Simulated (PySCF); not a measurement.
Zn(5+): ionisation energy

Zn(5+) [Ar] 3d7 [3d3/2^4 3d5/2^3, M_J = 9/2] → Zn(6+) [Ar] 3d6 [3d3/2^4 3d5/2^2, M_J = 4], as a difference of total energies. Computed with PySCF 2.14 in an even-tempered Gaussian basis (18 s from 0.2 bohr⁻², ratio 2.8; 13 p from 0.26 bohr⁻², ratio 2.8; 9 d from 0.26 bohr⁻², ratio 2.8; 4 f from 2 bohr⁻², ratio 3), with the two-component X2C-1e Hamiltonian. Correlated levels: [Ne] frozen; the 76 highest virtual spinors dropped. "Screened" scales the spin-orbit matrix elements by Boettger's factors to mimic the two-electron term; Breit and QED terms are absent.

```
                    method  ionisation energy (eV)
 GHF (screened spin-orbit)                  107.32
GMP2 (screened spin-orbit)                  109.01
```

Q: How much does correlation contribute at GMP2 (screened spin-orbit)?

A: 109.01 − (107.32) = 1.69 eV, measured against GHF (screened spin-orbit).

The labels give the starting determinants; with spin-orbit coupling the two ends relaxed to ⟨J²⟩ = 24.75, ⟨L²⟩ = 12.05, ⟨S²⟩ = 3.74 and ⟨J²⟩ = 20.00, ⟨L²⟩ = 6.03, ⟨S²⟩ = 5.99.

For comparison: 108 ± 1 eV (semi-empirical (NIST evaluation); NIST Atomic Spectra Database, ionization energies).
